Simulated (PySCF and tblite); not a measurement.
Results of a calculation; reference values are marked as such.
System: C4H3NOSe, numbered as in [O:1]=[CH:2][c:3]1[cH:4][cH:5][se:6][n:7]1.

Motion: rotation about the C3–C2 bond (torsion C4–C3–C2–O1 from 0° to 180°, rising). GFN2-xTB gives an electronic barrier of 6.1 kcal/mol and a reaction energy of 3.0 kcal/mol.

Spin–orbit effects of heavy atoms on shieldings are missing.

Task: What does PBE0/pcSseg-1 + D3(BJ) give on GFN2-xTB geometries?

Result: A barrier of 9.9 kcal/mol, 3.8 above the tight-binding barrier (from unrounded values), a reaction energy of 5.1 kcal/mol and, with GFN2-xTB thermal terms, ΔG‡(298 K) = 9.8 kcal/mol and k = 8.6×10⁵ s⁻¹ (2 equivalent paths).

Programs: tblite and PySCF.
